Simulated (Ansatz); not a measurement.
Basis-set extrapolation for `FCOC(F)C(F)F` (PBE0-D4/def2-TZVP geometry, frozen core, the Gaussian-basis code of Ansatz). Multiplicity 1, RHF reference.

```
                      def2-TZVPP   def2-QZVPP
                 HF  -588.799763  -588.825390
    MP2 correlation    -1.714055    -1.862697
CCSD(T) correlation    -1.796550      not run
```

Energies in hartree. Use E(X) = E(∞) + A·exp(−7.88·√X) for Hartree–Fock and E(X) = E(∞) + B·X^(−2.97) for correlation, with X = 3 and 4, and add CCSD(T) minus MP2 of the smaller set to the MP2 limit.

Problem. What is the CCSD(T) energy at the basis-set limit?

Solution. HF limit: -588.825390 + (-0.025627) × 0.13774 = -588.82892. MP2 limit: -1.862697 + (-0.148642) × 0.74074 = -1.97280. Higher-order term: -1.796550 − (-1.714055) = -0.08249. Total: -590.88421 hartree, 755.9 kJ/mol below CCSD(T)/def2-TZVPP.
